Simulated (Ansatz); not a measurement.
Cost and result for the atomization energy of AlAsClH₅Si (`[AlH2][SiH](Cl)[AsH2]`) (9 atoms, 8 bonds).

Z-matrix (Å, degrees):
```
Si
Cl 1 2.080
As 1 2.371 2 112.1
Al 1 2.457 2 110.1 3 123.9
H 1 1.490 2 105.9 3 -113.5
H 3 1.522 1 92.4 2 53.6
H 3 1.521 1 92.4 2 -39.1
H 4 1.588 1 119.2 2 161.1
H 4 1.585 1 120.0 2 -21.0
```

Total charge 0; spin multiplicity 1. Correlated methods include outer-core shells of As, which these sets cover unevenly. Scalar relativity is left out up to krypton. The structure was optimised at the PBE0-D4/def2-TZVP level. Program: Ansatz. All runs use 4 threads of an AMD EPYC 7B13 on a shared host. Times are those of one run each, without the atoms' runs, and a repeat can differ threefold. Electronic energies, without spin–orbit coupling; frozen cores. CCSD(T)/CBS adds CCSD(T) − MP2 in def2-TZVPP to the MP2 limit, and its time is that of the two runs behind it. T1 = 0.011. With those shells the extrapolation isn't a true limit.

CCSD(T)/CBS is a level of theory with its own doubt, some kJ/mol a heavy atom from the limit and from the frozen cores, so smaller differences don't rank the functionals.

```json
{"level": "LDA (SPW92)/def2-TZVPP", "functions": "244", "wall time": "1.2 s", "atomization (kcal/mol)": "624.7", "difference from CCSD(T)/CBS": "67.6", "per bond": "8.5"}
{"level": "revPBE-D4/def2-TZVPP", "functions": "244", "wall time": "1.8 s", "atomization (kcal/mol)": "544.3", "difference from CCSD(T)/CBS": "-12.8", "per bond": "-1.6"}
{"level": "BLYP-D4/def2-TZVPP", "functions": "244", "wall time": "1.8 s", "atomization (kcal/mol)": "549.8", "difference from CCSD(T)/CBS": "-7.3", "per bond": "-0.9"}
{"level": "BHLYP-D4/def2-TZVPP", "functions": "244", "wall time": "3.3 s", "atomization (kcal/mol)": "547.2", "difference from CCSD(T)/CBS": "-9.9", "per bond": "-1.2"}
{"level": "PBE0-D4/def2-TZVPP", "functions": "244", "wall time": "3.4 s", "atomization (kcal/mol)": "550.1", "difference from CCSD(T)/CBS": "-7.0", "per bond": "-0.9"}
{"level": "r2SCAN-D4/def2-TZVPP (with forces)", "functions": "244", "wall time": "3.9 s", "atomization (kcal/mol)": "558.6", "difference from CCSD(T)/CBS": "1.5", "per bond": "0.2"}
{"level": "CCSD(T)/def2-SVP", "functions": "111", "wall time": "3.9 s", "atomization (kcal/mol)": "507.0", "difference from CCSD(T)/CBS": "-50.1", "per bond": "-6.3"}
{"level": "B97M-V/def2-TZVPP", "functions": "244", "wall time": "7 s", "atomization (kcal/mol)": "568.9", "difference from CCSD(T)/CBS": "11.8", "per bond": "1.5"}
{"level": "ωB97X-V/def2-TZVPP", "functions": "244", "wall time": "7.5 s", "atomization (kcal/mol)": "565.0", "difference from CCSD(T)/CBS": "7.9", "per bond": "1.0"}
{"level": "ωB97M-V/def2-TZVPP (with forces)", "functions": "244", "wall time": "11 s", "atomization (kcal/mol)": "555.7", "difference from CCSD(T)/CBS": "-1.4", "per bond": "-0.2"}
{"level": "MP2/def2-QZVPP", "functions": "449", "wall time": "18 s", "atomization (kcal/mol)": "545.9", "difference from CCSD(T)/CBS": "-11.2", "per bond": "-1.4"}
{"level": "CCSD(T)/def2-TZVPP", "functions": "244", "wall time": "100 s", "atomization (kcal/mol)": "539.3", "difference from CCSD(T)/CBS": "-17.8", "per bond": "-2.2"}
{"level": "CCSD(T)/CBS(def2)", "functions": "–", "wall time": "120 s", "atomization (kcal/mol)": "557.1", "difference from CCSD(T)/CBS": "0.0", "per bond": "0.0"}
```

At CCSD(T), def2-SVP lies −50.1 kcal/mol from the extrapolated value and def2-TZVPP −17.8 kcal/mol: correlation converges slowly with the basis, and small sets miss more of it in the bonded molecule than in its fragments. In def2-TZVPP, CCSD(T) changes the Hartree–Fock value by +139.9 kcal/mol (the triples alone add +7.9 kcal/mol) and MP2 by +136.0 kcal/mol; breaking electron pairs costs correlation energy, which Hartree–Fock lacks. Leaving LDA and LC-ωPBE aside and taking each functional with its dispersion term where it has one, the values, not all of them listed here, spread over 25.0 kcal/mol, from B2PLYP to B97M-V. LDA lies +77.0 kcal/mol from PBE without D4, its usual overbinding.
